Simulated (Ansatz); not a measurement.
Molecule: VO₃ (charge 0, doublet). The spin state was set by rule; other spins were not relaxed. SMILES: [O]=[V](=[O])=[O]
Geometry from a B3LYP-D3(BJ)/def2-TZVP (Ansatz, a program for electronic structure) optimisation:
```
V
O 1 1.5992
O 1 1.5992 2 113.35
O 1 1.7651 2 112.79 3 129.72
```
Charge 0, spin multiplicity 2.

Property: atomisation energy (electronic, to ground-state atoms), in kJ/mol. Cores are frozen in the correlated levels unless marked. Open shells are spin-unrestricted. Spin-orbit coupling is left out. The frozen core is the preceding noble-gas configuration, with the filled d and f shells of earlier blocks. No relativistic terms.  The program attaches cautions to a run behind MP2/def2-SVPD: large difference. The program attaches cautions to a run behind SCS-MP2/def2-SVP: large difference. The program attaches cautions to a run behind CCSD/STO-3G: large difference.

```
level                      program  atomisation energy (kJ/mol)
------------------  --------------  ---------------------------
HF/6-31G*                   Ansatz                        373.1
SVWN5/def2-TZVPD            Ansatz                       2138.2
PBE/def2-TZVPD              Ansatz                       1835.0
PBE0-D4/def2-TZVPD  Ansatz + dftd4                       1520.2
MP2/def2-SVPD               Ansatz                       1104.5
SCS-MP2/6-31G*              Ansatz                       1028.6
SCS-MP2/def2-SVP            Ansatz                        975.3
CCSD/STO-3G                 Ansatz                       1499.9
CCSD/6-31G*                 Ansatz                       1258.3
```

The UHF reference is spin-contaminated (<S^2> 1.36 over the pure value in the largest basis). The T1 diagnostic of CCSD in the largest basis is 0.135, which is high, so the coupled-cluster rows are less sure than usual.
